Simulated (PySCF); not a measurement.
# From MP2 to CCSD(T): MRb along the third period

MP2 and CCSD(T) in PySCF with def2-SVP on every atom (core potentials on Rb), for the lowest determinant that a PBE0 search found; no spin–orbit coupling.

```tsv
molecule	state (unpaired electrons)	MP2 Re (Å)	MP2 ωe (cm⁻¹)	MP2 De (eV)	CCSD(T) Re (Å)	CCSD(T) ωe (cm⁻¹)	CCSD(T) De (eV)
RbNa	singlet (closed shell)	3.714	105	0.34	3.743	99.4	0.54
RbMg	doublet (σ ↑)	4.639	32.0	0.05	?	?	?
RbAl	triplet (σ ↑, π ↑)	3.629	104	0.28	3.630	107	0.32
RbSi	quartet (σ ↑, π ↑↑)	3.234	179	1.27	3.237	176	1.21
RbS	doublet (π ↑)	2.986	227	1.94	2.991	225	1.90
RbCl	singlet (closed shell)	2.829	249	3.73	2.832	248	3.59
```

(1) Estimate the CCSD(T) values of RbMg by adding the mean shift from MP2 to CCSD(T) of the other rows, and compare with the calculation.

(2) What are the mean differences of MP2 from CCSD(T) over the whole series?

In a basis of this size CCSD(T) is itself not converged; it tends to give bonds that are too long and too weak.

Correlated steps freeze the inner cores (1 to 5 orbitals); shallow outer-core shells are correlated. UHF and ROHF references stand side by side, which adds small steps between rows. Weak bonds: RbAl, RbMg, RbNa. Basis-set superposition, not corrected here, can be much of De in a small basis, most of all at correlated wavefunction levels. Where the molecule has an RHF reference, its open-shell atoms are computed with UHF. States were picked by a PBE0 search and need not be the measured ground states.

Answers

(1) The mean shifts are +0.8 pm, -2 cm⁻¹ and -0.00 eV, which give 4.647 Å, 30.3 cm⁻¹ and 0.05 eV. CCSD(T)/def2-SVP gives Re = 4.424 Å, ωe = 42.4 cm⁻¹, De = 0.06 eV.

(2) Re +2.9 pm, ωe -0 cm⁻¹, De -0.00 eV.
